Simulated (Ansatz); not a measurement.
`CBOC(C)=O`, one more setting.

```yaml
crystal:
  periodic: [false, false, false]
  atoms:
    - {symbol: C, position_ang: [-2.059066, -1.347629, 0.172199]}
    - {symbol: B, position_ang: [-1.211057, -0.092714, -0.173409]}
    - {symbol: O, position_ang: [0.156938, -0.174919, -0.049104]}
    - {symbol: C, position_ang: [0.998741, 0.809142, -0.493788]}
    - {symbol: C, position_ang: [2.271679, 0.821314, 0.287867]}
    - {symbol: O, position_ang: [0.732771, 1.520995, -1.412878]}
    - {symbol: H, position_ang: [-1.472646, -2.201605, 0.514502]}
    - {symbol: H, position_ang: [-2.814488, -1.104064, 0.926821]}
    - {symbol: H, position_ang: [-2.629520, -1.648102, -0.715213]}
    - {symbol: H, position_ang: [-1.691070, 0.949078, -0.511902]}
    - {symbol: H, position_ang: [2.940416, 1.583966, -0.102453]}
    - {symbol: H, position_ang: [2.743425, -0.161730, 0.231057]}
    - {symbol: H, position_ang: [2.054374, 1.011467, 1.341199]}
basis:
  gaussian: {orbitals: x2c-TZVPPall}
hamiltonian: {xc: {name: PBE0-DH}}
```

```sh
$ ansatz run in.yaml --threads 4 --pin off --events-out ev --progress --plain --max-ram 10444MiB
```

Output, abridged:

```
Functional definition: PBE0-DH
1711 factors; integrals over basis functions are off by at most 1.1e-3 eV
mean field evaluation 1: about -7983.5464 eV, gradient 6.2e1 eV
mean field evaluation 2: about -7983.7072 eV, gradient 6.2e1 eV
mean field evaluation 4: about -7990.8355 eV, gradient 1.1e1 eV
mean field evaluation 8: about -7991.0414 eV, gradient 1.2e0 eV
mean field evaluation 16: about -7991.0439 eV, gradient 2.8e-4 eV
mean field -7991.04391341 eV, -293.6654472936 hartree, gradient 5.9e-6 eV, S^2 0.000000; 0 other end points of the search recorded, 0 dependent functions left out
6 core orbitals not correlated: weight in the atoms' cores, before any rotation towards them, 1.000 or more for the frozen orbitals, at most 0.000 for the correlated occupied ones
reference -7991.04393627 eV, -293.6654481338 hartree; 17, 17 occupied and 261, 261 virtual orbitals, 1711 factors
second order -35.39328409 eV of doubles, -0.00000000 eV of singles
Total energy: -7995.46809678 eV, -293.8280330337 hartree
Relativity: scalar
```

It took 3.5 s on 4 threads of an Intel Xeon 6975P-C on a shared host, with 0.82 GiB of host memory at the peak.
